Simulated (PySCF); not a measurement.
PySCF 2.14 output of an unrestricted TPSS calculation on a single atom or ion in cc-pVDZ-PP with ECP28MDF, with a scalar-relativistic core potential:

```
SCF conv_tol = 1e-09
number electrons alpha = 6  beta = 4
    J. Tao, J. P. Perdew, V. N. Staroverov, and G. E. Scuseria.,  Phys. Rev. Lett. 91, 146401 (2003)
    J. P. Perdew, J. Tao, V. N. Staroverov, and G. E. Scuseria.,  J. Chem. Phys. 120, 6898 (2004)
    J. Tao, J. P. Perdew, V. N. Staroverov, and G. E. Scuseria.,  Phys. Rev. Lett. 91, 146401 (2003)
    J. P. Perdew, J. Tao, V. N. Staroverov, and G. E. Scuseria.,  J. Chem. Phys. 120, 6898 (2004)
cycle= 1 E= -46.0247804550584  delta_E= -0.00131  |g|= 0.00523  |ddm|= 0.422
cycle= 2 E= -46.024793089808  delta_E= -1.26e-05  |g|= 0.00247  |ddm|= 0.0779
cycle= 3 E= -46.0247963567255  delta_E= -3.27e-06  |g|= 1.64e-05  |ddm|= 0.0266
cycle= 4 E= -46.0247963568467  delta_E= -1.21e-10  |g|= 4.79e-07  |ddm|= 0.000237
converged SCF energy = -46.0247963568467  <S^2> = 2.0006287  2S+1 = 3.0004191
```

The run itself started from symmetry-adapted Hartree-Fock orbitals and held the occupation by maximum overlap, on a logarithmic radial grid, so the iterations belong to that start.

**Question.** Which element, charge and spin multiplicity is this?

**Answer.** Zr²⁺ (zirconium, charge +2), multiplicity 3; the state was [Kr] 4d2, high-spin 3F determinant.

Energies and moments cover only the electrons outside the core potential.
